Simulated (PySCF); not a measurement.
## Broadened absorption spectrum of VSF3

Compound: VSF3 (singlet state).
Geometry (PBE0-D3(BJ)/def2-SVP, Å), atoms numbered from 1 in this order:
```xyz
5
F3SV angstrom
V     -0.0004    0.0006   -0.0677
S     -0.0003   -0.0162    1.9126
F      1.6042    0.0104   -0.6145
F     -0.8058    1.3927   -0.6041
F     -0.7977   -1.3875   -0.6263
```

Computed with PySCF 2.14.0, density-fitted response routines, TDDFT CAM-B3LYP/def2-SVPD, vertical, gas phase, core orbitals frozen in the response.

Computed states:

```csv
state,E (eV),f
S1,2.49,0.0000
S2,2.88,0.0008
S3,2.88,0.0008
S4,3.48,0.010
S5,3.75,0.0014
S6,3.75,0.0014
S7,4.02,0.0025
S8,4.02,0.0025
S9,4.05,0.0000
S10,4.31,0.0001
S11,4.31,0.0001
S12,4.51,0.010
S13,5.37,0.0028
S14,5.37,0.0028
```

Broadening: Gaussians 0.3 eV wide at half height, area fixed by f = 4.319×10⁻⁹ ∫ε dν̃. The width is an assumption, not a result. The curve ends short of the highest state used, and states not computed would add to its high-energy end.

Q: What does the envelope look like, and where are its maxima?

A: 
```csv
E (eV),ε (L mol⁻¹ cm⁻¹)
2.04,0
2.10,0
2.16,0
2.23,0
2.29,0
2.35,0
2.42,0
2.48,1
2.54,4
2.61,16
2.67,38
2.74,81
2.80,120
2.86,143
2.93,133
2.99,99
3.05,61
3.12,42
3.18,71
3.24,169
3.31,397
3.37,657
3.44,900
3.50,942
3.56,824
3.63,608
3.69,464
3.75,389
3.82,369
3.88,398
3.94,449
4.01,477
4.07,428
4.14,306
4.20,217
4.26,213
4.33,361
4.39,591
4.45,818
4.52,915
4.58,794
4.65,510
4.71,274
4.77,118
```

Maxima: 431 nm (2.88 eV), ε about 140, made up of S2 (50%) and S3 (50%); 356 nm (3.48 eV), ε about 950, made up of S4 (97%); 310 nm (4.00 eV), ε about 480, made up of S7 (46%) and S8 (46%); 275 nm (4.51 eV), ε about 920, made up of S12 (100%) (ε in L mol⁻¹ cm⁻¹; maxima over ε = 5, shares over 10%).

Q: Coming from long wavelengths, where does ε first pass 100 L mol⁻¹ cm⁻¹?

A: At about 448 nm (2.77 eV), 0.28 eV above S1.

Q: What would ε be at 3.48 eV, the highest of these maxima, with half the width (0.15 eV)?

A: About 1840 L mol⁻¹ cm⁻¹ against 949, a factor of about 1.9; a lone state at its own centre would give exactly 2.

Q: Does any computed singlet lie in the visible range?

A: 3 computed singlets (S1 to S3) lie in the visible range (380 to 750 nm), the largest f among them at 431 nm, f = 0.0008; light of that wavelength is violet, and its complementary colour is yellow-green; a Tamm–Dancoff triplet lies at 650 nm, without intensity as long as spin–orbit coupling is left out.

On one thread, x86-64 server, shared host, this took 12 s wall.
